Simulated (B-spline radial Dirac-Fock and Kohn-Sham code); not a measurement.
**Sr⁷⁺: L2-M23M23 lines in intermediate coupling**

System: strontium as Sr⁷⁺ in the configuration [Ar] 3d10 4s2 4p1.

Model: Dirac-Fock energy differences between relaxed states, corrected for Breit and QED terms. Program: a B-spline atomic structure program. The two-hole levels come from diagonalising the Coulomb interaction among the jj configurations; intensities are independent-particle Coulomb rates. Kinetic energies are from the vacuum level. Correlation and solid-state effects are left out. Open outer shells are spectators and are not coupled to the holes.

```
kinetic energy (eV)  J  leading jj holes (weight)  leading LS term (weight)  intensity (%)
             1284.7  0                M2M2 (0.88)                ¹S0 (0.68)           22.5
             1298.8  2                M2M3 (0.96)                ¹D2 (0.84)           52.0
             1303.5  1                M2M3 (1.00)                ³P1 (1.00)           23.7
             1307.0  0                M3M3 (0.88)                ³P0 (0.68)            0.6
             1313.1  2                M3M3 (0.96)                ³P2 (0.84)            1.2
```

The strongest line, by its leading LS label ¹D2, lies at 1298.8 eV. The mean weight of the leading component is 0.93 in jj and 0.81 in LS coupling, so jj labels describe these levels better.

Run: 47 s of CPU time on 1 thread of Neoverse-N1 (shared host), peak memory 0.41 GiB.

Values without a named source are computed, but for edge energies of neutral atoms, which are taken from tables.
